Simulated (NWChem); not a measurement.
Molecule: CH2NO, doublet; SMILES [NH]C=O

```xyz
5

N      0.1653    -1.1359    -0.0373
C     -0.4519     0.0440     0.0306
O      0.2451     1.0872    -0.0194
H      1.1597    -1.0846     0.2526
H     -1.5664     0.0741    -0.0199
```
Atoms are numbered in this order, from 1.

Results from NWChem. Spin-unrestricted. Medium grid unless said otherwise, to which SCAN and Minnesota functionals are sensitive. Structure relaxed at the PBE-D3(BJ)/def2-SVP, spin-unrestricted level. No stability test was run on the SCF state. Total energies of different functionals are on different scales.

```json
[
 {"level": "B3LYP/def2-SVP", "energy (Ha)": "-169.0779", "highest occupied level (eV)": "-7.68", "lowest empty minus highest occupied level, either spin (eV)": "3.04", "dipole (D)": "1.19", "<S²>": "0.774"},
 {"level": "PBE/def2-SVP", "energy (Ha)": "-168.8952", "highest occupied level (eV)": "-6.43", "lowest empty minus highest occupied level, either spin (eV)": "0.80", "dipole (D)": "1.02", "<S²>": "0.757"},
 {"level": "KT2/def2-SVP", "energy (Ha)": "-171.6968", "highest occupied level (eV)": "-6.42", "lowest empty minus highest occupied level, either spin (eV)": "1.12", "dipole (D)": "1.06", "<S²>": "0.765"},
 {"level": "HCTH/407/def2-SVP", "energy (Ha)": "-169.0510", "highest occupied level (eV)": "-6.54", "lowest empty minus highest occupied level, either spin (eV)": "0.77", "dipole (D)": "1.06", "<S²>": "0.760"},
 {"level": "PW6B95/def2-SVP", "energy (Ha)": "-169.2690", "highest occupied level (eV)": "-8.11", "lowest empty minus highest occupied level, either spin (eV)": "3.76", "dipole (D)": "1.19", "<S²>": "0.777"},
 {"level": "N12/def2-SVP", "energy (Ha)": "-169.0296", "highest occupied level (eV)": "-6.29", "lowest empty minus highest occupied level, either spin (eV)": "0.98", "dipole (D)": "1.14", "<S²>": "0.763"},
 {"level": "SCAN/def2-SVP", "energy (Ha)": "-169.0140", "highest occupied level (eV)": "-6.76", "lowest empty minus highest occupied level, either spin (eV)": "1.61", "dipole (D)": "1.18", "<S²>": "0.780"}
]
```
